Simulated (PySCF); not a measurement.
C₆ coefficients of unlike pairs at UHF

Calculated with PySCF 2.14 from the dipole response of each species, C₆(A,B) = (3/π) ∫ α_A(iu) α_B(iu) du, in atomic units, from isotropic polarisabilities. For ions this is the dispersion term alone; charge-induced terms of lower order in 1/R come first.

```csv
species,configuration,basis,relativity,α (bohr³),C₆ (like pair)
Zn⁺,[Ar] 3d10 4s1 (2S),aug-cc-pVQZ-DK (9s8p6d4f3g2h),spin-free X2C,23.80,103.1
Sn⁺,[Kr] 4d10 5s2 5p1 (2P),aug-cc-pVQZ-DK3 (9s8p6d3f2g),spin-free X2C,28.96,226.7
Si²⁺,[Ne] 3s2 (1S),aug-cc-pwCVTZ (8s7p5d3f),none,12.54,44.74
Sc⁺,[Ar] 3d1 4s1 (3D),"aug-cc-pVTZ with one added diffuse shell each of s, p, d, f, g type (9s8p6d4f3g)",none,78.29,581.5
```

(1) Estimate C₆ for Sc⁺ with Si²⁺.

No spin-orbit coupling is included.

The other pairs:

```tsv
pair	C₆
Si²⁺, Zn⁺	66.73
Sc⁺, Zn⁺	233.8
Sn⁺, Zn⁺	150.9
Sc⁺, Sn⁺	327.1
Si²⁺, Sn⁺	100.5
```

## Answers

(1) The integral gives 144.4. The combination rule 2 C_A C_B / (C_A α_B/α_A + C_B α_A/α_B) gives 139.7 and the geometric mean 161.3.
